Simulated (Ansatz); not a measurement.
Geometry optimisation, RKS BLYP-D4/6-31G* in Ansatz.

Input file:

```yaml
crystal:
  periodic: [false, false, false]
  atoms:
    - { symbol: C, position_ang: [-0.2548, -2.0092, 0.0881] }
    - { symbol: C, position_ang: [0.349, -0.7727, -0.5674] }
    - { symbol: O, position_ang: [-0.26503, 0.27162, -0.52943] }
    - { symbol: C, position_ang: [1.6516, -0.82015, -1.28781] }
    - { symbol: F, position_ang: [2.28523, -2.07168, -0.98043] }
    - { symbol: Si, position_ang: [1.62289, -0.6516, -3.10409] }
    - { symbol: H, position_ang: [0.3811, -2.832, -0.0023] }
    - { symbol: H, position_ang: [-0.446, -1.7428, 1.1277] }
    - { symbol: H, position_ang: [-1.24, -2.1674, -0.392] }
    - { symbol: H, position_ang: [2.33626, -0.13259, -0.82191] }
    - { symbol: H, position_ang: [0.69368, -1.6751, -3.72006] }
    - { symbol: H, position_ang: [1.13599, 0.70473, -3.5034] }
    - { symbol: H, position_ang: [3.00948, -0.85464, -3.70428] }
basis:
  gaussian: { orbitals: "6-31G*" }
hamiltonian:
  xc: blyp
  dispersion: d4
relax:
  f_tol: 0.015
  max_steps: 40
```

Run as:

```bash
$ ansatz run input.yaml --threads 2 --pin off --max-ram 3072MiB --backend cpu --events-out ev --progress --plain --runs-dir out
```

Problem. Where does it end, and by what steps?

Solution. The forces met the threshold. The force dipped under the threshold on the way, but the program's further checks kept it going. After 27 steps the energy has fallen by 0.401 eV; H9 moved furthest, 1.05 Å.

```json
{"step": "0", "energy less start (eV)": "0.0000", "largest force component (eV/Å)": "2.497", "accepted": "yes"}
{"step": "1", "energy less start (eV)": "-0.2903", "largest force component (eV/Å)": "1.071", "accepted": "yes"}
{"step": "2", "energy less start (eV)": "-0.3380", "largest force component (eV/Å)": "0.416", "accepted": "yes"}
{"step": "3", "energy less start (eV)": "-0.3424", "largest force component (eV/Å)": "0.317", "accepted": "yes"}
{"step": "4", "energy less start (eV)": "-0.3479", "largest force component (eV/Å)": "0.106", "accepted": "yes"}
{"step": "5", "energy less start (eV)": "-0.3486", "largest force component (eV/Å)": "0.040", "accepted": "yes"}
{"step": "6", "energy less start (eV)": "-0.3491", "largest force component (eV/Å)": "0.020", "accepted": "yes"}
{"step": "7", "energy less start (eV)": "-0.3495", "largest force component (eV/Å)": "0.033", "accepted": "yes"}
{"step": "8", "energy less start (eV)": "-0.3497", "largest force component (eV/Å)": "0.026", "accepted": "yes"}
{"step": "9", "energy less start (eV)": "-0.3498", "largest force component (eV/Å)": "0.020", "accepted": "yes"}
{"step": "10", "energy less start (eV)": "-0.3501", "largest force component (eV/Å)": "0.015", "accepted": "yes"}
{"step": "11", "energy less start (eV)": "-0.3502", "largest force component (eV/Å)": "0.146", "accepted": "yes"}
{"step": "12", "energy less start (eV)": "-0.3517", "largest force component (eV/Å)": "0.106", "accepted": "yes"}
{"step": "13", "energy less start (eV)": "-0.3611", "largest force component (eV/Å)": "0.244", "accepted": "yes"}
{"step": "14", "energy less start (eV)": "-0.3704", "largest force component (eV/Å)": "0.256", "accepted": "yes"}
{"step": "15", "energy less start (eV)": "-0.3589", "largest force component (eV/Å)": "0.611", "accepted": "no"}
{"step": "16", "energy less start (eV)": "-0.3819", "largest force component (eV/Å)": "0.120", "accepted": "yes"}
{"step": "17", "energy less start (eV)": "-0.3857", "largest force component (eV/Å)": "0.215", "accepted": "yes"}
{"step": "18", "energy less start (eV)": "-0.3948", "largest force component (eV/Å)": "0.079", "accepted": "yes"}
{"step": "19", "energy less start (eV)": "-0.3980", "largest force component (eV/Å)": "0.044", "accepted": "yes"}
{"step": "20", "energy less start (eV)": "-0.3972", "largest force component (eV/Å)": "0.199", "accepted": "no"}
{"step": "21", "energy less start (eV)": "-0.3968", "largest force component (eV/Å)": "0.189", "accepted": "no"}
{"step": "22", "energy less start (eV)": "-0.3991", "largest force component (eV/Å)": "0.032", "accepted": "yes"}
{"step": "23", "energy less start (eV)": "-0.4005", "largest force component (eV/Å)": "0.073", "accepted": "yes"}
{"step": "24", "energy less start (eV)": "-0.4008", "largest force component (eV/Å)": "0.034", "accepted": "yes"}
{"step": "25", "energy less start (eV)": "-0.4011", "largest force component (eV/Å)": "0.008", "accepted": "yes"}
{"step": "26", "energy less start (eV)": "-0.4012", "largest force component (eV/Å)": "0.008", "accepted": "yes"}
{"step": "27", "energy less start (eV)": "-0.4012", "largest force component (eV/Å)": "0.007", "accepted": "yes"}
```

```xyz
13
Properties=species:S:1:pos:R:3
C -0.224 -1.976 0.098
C 0.404 -0.736 -0.521
O -0.108 0.382 -0.487
C 1.730 -0.928 -1.259
F 2.210 -2.262 -1.125
Si 1.508 -0.576 -3.147
H 0.471 -2.436 0.821
H -1.166 -1.703 0.591
H -0.408 -2.738 -0.680
H 2.481 -0.244 -0.821
H 0.367 -1.412 -3.630
H 1.232 0.869 -3.394
H 2.761 -0.993 -3.845
```

Whether the end is a true minimum wasn't checked by a vibrational analysis.

Run time: 74 s on 2 threads of Arm Neoverse V2 (shared host), peak memory 0.15 GiB.
